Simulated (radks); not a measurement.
Values are calculated unless marked as measured or tabulated.
The iridium ion Ir2+ inside a hard spherical wall (all orbitals vanish at R), configuration held at [Xe] 4f14 5d7 and not refilled when levels cross. Code: a radial shooting solver on a logarithmic mesh with Libxc functionals. Model: scalar-relativistic Kohn-Sham, PBEsol, spin-unpolarised, spherical densities, point nucleus. Eigenvalues in eV, with the zero of energy where the potential of the charges vanishes at infinity; a dash marks a level that is unbound or too diffuse for the functional's potential to be trusted. A positive occupied level is held by the wall or, in an anion where self-interaction has pushed it up, behind a barrier. The pressure on the wall is -dE/dV.

| R (bohr) | E (hartree) | kinetic (hartree) | e(5s) | e(4f) | e(5p) | e(5d) | e(6s, empty) | e(6p, empty) | pressure (GPa) |
|---|---|---|---|---|---|---|---|---|---|
| free | -17821.4955 | 19816.994 | -115.73 | -79.907 | -72.450 | -24.442 | -21.475 | -13.948 | 0 |
| 20 | -17821.4955 | 19816.994 | -115.73 | -79.907 | -72.450 | -24.442 | -21.475 | -13.948 | < 0.0001 |
| 10 | -17821.4955 | 19816.994 | -115.73 | -79.907 | -72.450 | -24.442 | -21.475 | -13.947 | < 0.0001 |
| 5 | -17821.4860 | 19817.084 | -115.40 | -79.563 | -72.139 | -24.152 | -20.858 | -12.113 | 1.92 |
| 3 | -17820.8146 | 19820.765 | -108.14 | -71.476 | -65.345 | -16.515 | -4.178 | 13.643 | 392 |
| 2.5 | -17819.3359 | 19827.810 | -100.02 | -61.847 | -57.373 | -6.099 | 20.265 | 45.883 | 1960 |
| 2 | -17813.6168 | 19852.978 | -80.855 | -38.987 | -36.520 | 22.041 | 88.270 | 127.82 | 12800 |
| 1.5 | -17785.7039 | 19960.851 | -18.883 | 23.205 | 36.474 | 115.72 | 309.04 | 373.86 | 123000 |
